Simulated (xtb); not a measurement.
HLiO, singlet, at a GFN2-xTB geometry (such geometries of metal compounds can be far from the true shape); GFN2-xTB run with xtb.

Here is a job for xtb.
```
$ xtb mol.xyz --gfn 2 --grad --json

# file mol.xyz
3

Li    -0.00000000    -0.00000000    -1.22243847
O      0.00000000     0.00000000     0.30206210
H      0.00000000     0.00000000     1.25081859
```

**Question.** What does xtb print? Leave out banner, timings and long lists.

**Answer.** 
```
   ID    Z sym.   atoms
    1    3 Li     1
    2    8 O      2
    3    1 H      3

           -------------------------------------------------
          |                Calculation Setup                |
           -------------------------------------------------

           -------------------------------------------------
          |                 G F N 2 - x T B                 |
           -------------------------------------------------

          ...................................................
          :                      SETUP                      :
          :.................................................:
          :  # basis functions                   9          :
          :  # atomic orbitals                   9          :
          :  # shells                            5          :
          :  # electrons                         8          :
          :  max. iterations                   250          :
          :  Hamiltonian                  GFN2-xTB          :
          :  restarted?                      false          :
          :  GBSA solvation                  false          :
          :  PC potential                    false          :
          :  electronic temp.          300.0000000     K    :
          :  accuracy                    1.0000000          :
          :  -> integral cutoff          0.2500000E+02      :
          :  -> integral neglect         0.1000000E-07      :
          :  -> SCF convergence          0.1000000E-05 Eh   :
          :  -> wf. convergence          0.1000000E-03 e    :
          :  Broyden damping             0.4000000          :
          :  net charge                          0          :
          :  unpaired electrons                  0          :
          ...................................................

 iter      E             dE          RMSdq      gap      omega  full diag
   1     -4.9033500 -0.490335E+01  0.622E+00    3.59       0.0  T
   2     -4.9047881 -0.143814E-02  0.347E+00    4.07       1.0  T
   3     -4.9049424 -0.154275E-03  0.538E-01    4.13       1.0  T
   4     -4.9049481 -0.573009E-05  0.180E-01    4.12       1.0  T
   5     -4.9049495 -0.132725E-05  0.279E-02    4.12       2.1  T
   6     -4.9049497 -0.217793E-06  0.108E-02    4.12       5.3  T
   7     -4.9049497 -0.112793E-07  0.302E-03    4.12      19.1  T
   8     -4.9049497 -0.112865E-09  0.848E-04    4.12      68.1  T
   9     -4.9049497 -0.313987E-09  0.190E-04    4.12     304.5  T

   *** convergence criteria satisfied after 9 iterations ***

         :::::::::::::::::::::::::::::::::::::::::::::::::::::
         ::                     SUMMARY                     ::
         :::::::::::::::::::::::::::::::::::::::::::::::::::::
         :: total energy              -4.868210149357 Eh    ::
         :: gradient norm              0.000004627122 Eh/a0 ::
         :: HOMO-LUMO gap              4.116076285834 eV    ::
         ::.................................................::
         :: SCC energy                -4.904949685160 Eh    ::
         :: -> isotropic ES            0.092496709115 Eh    ::
         :: -> anisotropic ES          0.000894823016 Eh    ::
         :: -> anisotropic XC         -0.002384527912 Eh    ::
         :: -> dispersion             -0.000332879643 Eh    ::
         :: repulsion energy           0.036739535803 Eh    ::
         :: add. restraining           0.000000000000 Eh    ::
         :: total charge               0.000000000000 e     ::
         :::::::::::::::::::::::::::::::::::::::::::::::::::::

           -------------------------------------------------
          |                Property Printout                |
           -------------------------------------------------

    * Orbital Energies and Occupations

         #    Occupation            Energy/Eh            Energy/eV
      -------------------------------------------------------------
         1        2.0000           -0.5856532             -15.9364
         2        2.0000           -0.4579877             -12.4625
         3        2.0000           -0.3556682              -9.6782
         4        2.0000           -0.3556682              -9.6782 (HOMO)
         5                         -0.2044052              -5.5621 (LUMO)
         6                         -0.0236997              -0.6449
         7                         -0.0236997              -0.6449
         8                          0.0925121               2.5174
         9                          0.4574986              12.4492
      -------------------------------------------------------------
                  HL-Gap            0.1512630 Eh            4.1161 eV
             Fermi-level           -0.2800367 Eh           -7.6202 eV

     #   Z          covCN         q      C6AA      α(0)
     1   3 Li       0.670     0.526    56.939    25.728
     2   8 O        1.469    -0.782    30.156     7.402
     3   1 H        0.814     0.255     0.871     1.465

 Mol. C6AA /au·bohr⁶  :        159.897618
 Mol. C8AA /au·bohr⁸  :       7408.379116
 Mol. α(0) /au        :         34.595511

Wiberg/Mayer (AO) data.
largest (>0.10) Wiberg bond orders for each atom

 ---------------------------------------------------------------------------
     #   Z sym  total        # sym  WBO       # sym  WBO       # sym  WBO
 ---------------------------------------------------------------------------
     1   3 Li   0.878 --     2 O    0.859
     2   8 O    1.775 --     3 H    0.916     1 Li   0.859
     3   1 H    0.935 --     2 O    0.916
 ---------------------------------------------------------------------------

Topologies differ in total number of bonds
Writing topology from bond orders to xtbtopo.mol

molecular dipole:
                 x           y           z       tot (Debye)
 q only:        0.000       0.000      -1.059
   full:        0.000       0.000      -1.435       3.649
molecular quadrupole (traceless):
                xx          xy          yy          xz          yz          zz
 q only:       -1.990       0.000      -1.990       0.000       0.000       3.980
  q+dip:       -3.479       0.000      -3.479      -0.000      -0.000       6.958
   full:       -3.637       0.000      -3.637      -0.000      -0.000       7.275

           -------------------------------------------------
          | TOTAL ENERGY               -4.868210149357 Eh   |
          | GRADIENT NORM               0.000004627122 Eh/α |
          | HOMO-LUMO GAP               4.116076285834 eV   |
           -------------------------------------------------

normal termination of xtb
```
